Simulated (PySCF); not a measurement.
Sn(H)2(OMe)(NH2) (CH7NOSn), SMILES C[O][SnH2][NH2].

Geometry: B3LYP-D3(BJ)/def2-SVP. The structure was generated by enumeration; whether it is a known compound was not checked. The def2 effective core potentials stand for the cores of Sn; spin–orbit coupling is left out. Other conformers were not sampled.

Two levels are set side by side: PBE/def2-TZVP (PySCF) and CAM-B3LYP/def2-TZVP (PySCF). Same geometry, gas phase. Differences are taken from unrounded values.

```json
[
 {"quantity": "orbital gap (eV)", "CAM-B3LYP": "9.33"},
 {"quantity": "highest occupied level (eV)", "CAM-B3LYP": "-8.70"},
 {"quantity": "lowest empty level (eV)", "CAM-B3LYP": "0.63"},
 {"quantity": "dipole moment (D)", "CAM-B3LYP": "1.23"},
 {"quantity": "mean polarisability (bohr³)", "CAM-B3LYP": "62.5"}
]
```

**Question.** What does PBE give, and how far is it from CAM-B3LYP? (An estimate is asked for; the answer gives what the named calculation found.)

**Answer.** 
```tsv
quantity	PBE	PBE minus CAM-B3LYP
orbital gap (eV)	4.60	-4.73
highest occupied level (eV)	-5.78	2.92
lowest empty level (eV)	-1.18	-1.80
dipole moment (D)	1.19	-0.04
mean polarisability (bohr³)	66.5	4.0
```

Without exact exchange PBE keeps part of each electron's self-repulsion, which lifts occupied levels and narrows the gap. Loosely held outer electrons make PBE densities more polarisable. Differences between two approximate levels are no errors against the true value.

Rough cost on one machine, each run with all the roots and properties that it gave: CAM-B3LYP against PBE within a factor of 2.
